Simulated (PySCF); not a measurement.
3-bromo-1,1-difluoropropa-1,2-diene (C3HBrF2), SMILES FC(=C=CBr)F.

Geometry: B3LYP-D3(BJ)/def2-SVP.

All values below come from PBE/def2-TZVP (PySCF).

Symmetry labels are those of the subgroup Cs that the program uses (full group Cs).

**Question.** List the valence orbital energies around the gap with their symmetry. (The exact figures need the calculation; the answer reports its results.)

**Answer.** 
```csv
orbital,symmetry,energy (eV)
HOMO−7,A',-11.21
HOMO−6,A",-11.03
HOMO−5,A',-10.94
HOMO−4,A",-10.58
HOMO−3,A",-8.86
HOMO−2,A',-7.30
HOMO−1,A",-6.81
HOMO,A',-6.64
LUMO,A",-2.29
LUMO+1,A',-2.06
LUMO+2,A',-0.07
LUMO+3,A',1.11
```
